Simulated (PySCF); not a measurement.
Gas-phase reaction: 2 HfO2 + 3 Cl2 + 4 H → 2 HfCl3OH + H2O2

Computed with PySCF and rigid-rotor harmonic-oscillator thermochemistry at 1 bar. † marks an energy on the PBE0/def2-TZVP geometry and frequencies. Open shells (unrestricted): H (multiplicity 2); the rest are closed-shell singlets. Hf: scalar-relativistic def2 core potential, no spin-orbit coupling. HfCl3OH: computed as isolated molecules; such fragments, hydroxides, amides, oligomers or adducts are transient or little studied in the gas.

ωB97M-V/def2-TZVP† gives ΔH°(298 K) = -2677 kJ.

Task: What do HF/def2-TZVP†, BLYP/def2-TZVP†, PBE0/def2-QZVP† give?

Result: HF/def2-TZVP†: -2694 kJ; BLYP/def2-TZVP†: -2434 kJ; PBE0/def2-QZVP†: -2594 kJ. For scale, ΔH°(298 K) is -2677 kJ at this level, -2680 kJ at ωB97X-V/def2-TZVP†, and runs from -2694 to -2434 kJ over the 17 levels computed.
